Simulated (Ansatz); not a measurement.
Start from `C=C(F)[SiH2]Cl` and change one atom or group to get `C=C(F)[SeH]`.

Ansatz, PBE0-D4/def2-TZVP geometries, multiplicity 1. Each molecule was computed in one conformer, which needn't be the lowest.

Scalar relativity is left out up to krypton.

| property | `C=C(F)[SiH2]Cl` |
| --- | --- |
| HOMO energy (PBE/def2-TZVPP) / eV | -6.87 |
| size of the dipole moment (PBE/def2-TZVPP) / D | 1.87 |
| HOMO–LUMO gap (PBE0/def2-TZVPP) / eV | 7.19 |
| LUMO energy (PBE0/def2-TZVPP) / eV | -0.91 |
| HOMO–LUMO gap (ωB97M-V/def2-TZVPP) / eV | 11.50 |
| LUMO energy (B3LYP/def2-TZVPP) / eV | -1.12 |

Problem. Give the same properties after the change, and the shifts. (An estimate is asked.)

Solution. Ansatz gave: 
| property | `C=C(F)[SeH]` | shift |
| --- | --- | --- |
| HOMO energy (PBE/def2-TZVPP) / eV | -5.80 | 1.07 |
| size of the dipole moment (PBE/def2-TZVPP) / D | 0.73 | -1.14 |
| HOMO–LUMO gap (PBE0/def2-TZVPP) / eV | 6.52 | -0.67 |
| LUMO energy (PBE0/def2-TZVPP) / eV | -0.41 | 0.50 |
| HOMO–LUMO gap (ωB97M-V/def2-TZVPP) / eV | 10.72 | -0.78 |
| LUMO energy (B3LYP/def2-TZVPP) / eV | -0.67 | 0.45 |

With PBE0 the HOMO rises by 1.17 eV and the LUMO rises by 0.50 eV, so the gap narrows by about 0.67 eV. PBE moves the HOMO by 1.07 eV and ωB97M-V by 1.26 eV. Dipoles are sizes alone; their direction can turn.

B3LYP here is the variant with VWN-RPA as its local correlation; programs differ in this.

Spin–orbit coupling is left out; it splits and shifts lone-pair levels of the heavy atoms by tenths of an eV.
